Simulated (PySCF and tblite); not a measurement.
Values are calculated unless marked as measured or tabulated.
# Rotation: stationary points, barriers and rates

System: C4H9NSeSi, numbered as in [CH2:1]=[CH:2][N:3]([CH3:4])[C:5]([SiH3:6])=[Se:7].

Motion: rotation about the C2–N3 bond (torsion C1–C2–N3–C4 from 0° to 140°, rising). Geometries: GFN2-xTB; energies: PBE0/pcSseg-1 + D3(BJ); zero-point and thermal terms from GFN2-xTB harmonic modes (soft modes blended into free rotors). Rate constants are transition-state-theory values, counting equivalent paths, without tunnelling. (PySCF 2.14 with density fitting, tblite 0.8.)

```tsv
point	symmetry	E(GFN2) kcal/mol	E(DFT) kcal/mol	ZPE change kcal/mol	lowest mode cm⁻¹	dipole D
start	Cs	0.0	0.0	0.00	40	3.45
saddle	C1	5.2	4.9	-0.81	126i	4.74
end	C1	2.3	2.6	-0.09	60	4.09
```

```json
{
 "Electronic barrier": "4.9 kcal/mol",
 "Barrier with zero-point energy": "4.1 kcal/mol",
 "ΔH‡ (298 K)": "3.9 kcal/mol",
 "ΔS‡ (298 K, symmetry apart)": "-0.7 cal/(mol K)",
 "Paths": "2 equivalent paths",
 "End point": "a different minimum",
 "Mean lifetime of the start against this motion at 298 K": "83 ps",
 "Cost": "84 s on 1 thread of Intel Xeon 6975P-C, on a host shared with other jobs (rough), peak memory 1 GiB, launched as `OMP_NUM_THREADS=1 python ens_run.py task.json out`"
}
```

```json
{"T/K": "150", "ΔG‡ kcal/mol": "4.1", "k s⁻¹": "7.1×10⁶", "ΔG kcal/mol": "2.5", "k back s⁻¹": "1.9×10¹⁰"}
{"T/K": "200", "ΔG‡ kcal/mol": "4.1", "k s⁻¹": "2.9×10⁸", "ΔG kcal/mol": "2.5", "k back s⁻¹": "8.8×10¹⁰"}
{"T/K": "250", "ΔG‡ kcal/mol": "4.1", "k s⁻¹": "2.8×10⁹", "ΔG kcal/mol": "2.5", "k back s⁻¹": "2.3×10¹¹"}
{"T/K": "298", "ΔG‡ kcal/mol": "4.1", "k s⁻¹": "1.2×10¹⁰", "ΔG kcal/mol": "2.5", "k back s⁻¹": "4.2×10¹¹"}
{"T/K": "350", "ΔG‡ kcal/mol": "4.2", "k s⁻¹": "3.7×10¹⁰", "ΔG kcal/mol": "2.5", "k back s⁻¹": "6.8×10¹¹"}
{"T/K": "400", "ΔG‡ kcal/mol": "4.2", "k s⁻¹": "8.5×10¹⁰", "ΔG kcal/mol": "2.5", "k back s⁻¹": "9.5×10¹¹"}
{"T/K": "500", "ΔG‡ kcal/mol": "4.3", "k s⁻¹": "2.7×10¹¹", "ΔG kcal/mol": "2.4", "k back s⁻¹": "1.5×10¹²"}
```

ΔG and ΔG‡ leave out symmetry numbers and mirror images; rates count paths: 2 out, 1 back.

Spin–orbit effects of heavy atoms on shieldings are missing.
